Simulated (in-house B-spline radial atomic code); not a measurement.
# Binding energies in Cl VI (Cl5+)

NIST's tabulated ground configuration is [Ne] 3s2; each binding energy is the energy of the ion with one electron taken from that subshell, relaxed, less that of the parent. Computed with an all-electron radial atomic-structure program (B-spline basis): Dirac-Hartree-Fock, average of configuration, Fermi nucleus of rms radius 3.3654 fm. Energies include first-order Breit, QED and recoil terms.

```
subshell  X-ray name  binding energy (eV)  -ε (eV)  relaxation (eV)
      1s           K               2927.6   2953.4             23.1
      2s          L1                370.9    374.7              3.6
   2p1/2          L2                300.1    304.9              4.7
   2p3/2          L3                298.4    303.1              4.6
      3s          M1                94.96    95.17             0.18
```

Relaxation = -ε minus the binding energy without Breit, QED and recoil terms.

Emission lines follow as differences of binding energies, with λ = 12398.42 eV·Å / E:

```json
{"line": "K-L3", "holes": "1s → 2p3/2", "energy (eV)": "2629.2", "wavelength (Å)": "4.7157"}
{"line": "K-L2", "holes": "1s → 2p1/2", "energy (eV)": "2627.5", "wavelength (Å)": "4.7187"}
{"line": "L3-M1", "holes": "2p3/2 → 3s", "energy (eV)": "203.4", "wavelength (Å)": "60.944"}
```

Problem. What screening constant σ does Moseley's law, E = (3/4)·13.6057 eV·(Z - σ)², need for K-L3?

Solution. σ = 0.95.

Problem. What does it cost to remove two 1s electrons?

Solution. 6098 eV, which is 242.9 eV more than the two single binding energies together.

Problem. What does it cost to remove two 2p1/2 electrons?

Solution. 655.29 eV, which is 55.1 eV more than the two single binding energies together.

Problem. What does it cost to remove both a 1s and a 2p1/2 electron?

Solution. 3297.1 eV, which is 69.43 eV more than the two single binding energies together.
